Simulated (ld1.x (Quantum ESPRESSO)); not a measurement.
**carbon: excitation energies, all-electron against RRKJ**

ld1.x (Quantum ESPRESSO) 7.5 input, shortened:

```
&input
   title='C', zed=6., rel=1, dft='PBE', iswitch=3,
   config='[He] 2s2 2p2 3d-2'
 /
 &inputp
   pseudotype=2, tm=.false., lloc=-2, rcloc=2.05,
   nlcc=.false.
 /
3
2S  1  0   2.00   0.00  1.05  1.05  0.0
2P  2  1   2.00   0.00  2.15  2.15  0.0
3D  3  2  -2.00  -0.15  2.20  2.20  0.0
 &test
   configts(1)='2s2 2p2'
 /
```

Energies are relative to the spin-unpolarised reference configuration 2s2 2p2; without spin polarisation the order of configurations can differ from experiment. The frozen-core shift is the all-electron ΔE with the core orbitals held at their reference shape minus the fully relaxed ΔE.

```csv
valence configuration,charge,ΔE all-electron (eV),error AE − PS (meV),frozen-core shift (meV)
2s2 2p1,+1,10.862,+42,+0.2
2s2 2p0,+2,35.018,+456,+2.9
2s1 2p0,+3,83.212,+961,+15
2s0 2p4,0,16.975,-32,+1.7
2s1 2p2,+1,19.615,-58,+0.7
```

Problem. What are ΔE and the potential's error for 2s2 2p2.3?

Solution. ΔE = -1.158 eV all-electron; the error (AE − PS) is +0.2 meV.

Problem. What are ΔE and the potential's error for 2s1 2p3?

Solution. ΔE = 8.478 eV all-electron; the error (AE − PS) is -8.0 meV.
